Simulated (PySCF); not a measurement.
Excitation energy of Zr by level of theory

Zr [Kr] 4d2 5s2 (3F) → Zr [Kr] 4d4 (5D), as a difference of total energies. Computed with PySCF 2.14 in x2c-TZVPPall (8s6p6d2f1g, 79 functions), with scalar relativity by spin-free X2C-1e. Correlated levels: valence and next inner shell: [Ar] 3d10 frozen. The calculations carry no spin-orbit coupling.

```csv
method,excitation energy (eV)
UHF,2.477
MP2 (valence and next inner shell),2.541
SCS-MP2 (valence and next inner shell),3.140
CCSD (valence and next inner shell),2.723
CCSD(T) (valence and next inner shell),2.780
```

Task: How much does correlation contribute at CCSD(T) (valence and next inner shell)?

Result: 2.780 − (2.477) = 0.303 eV, measured against UHF.
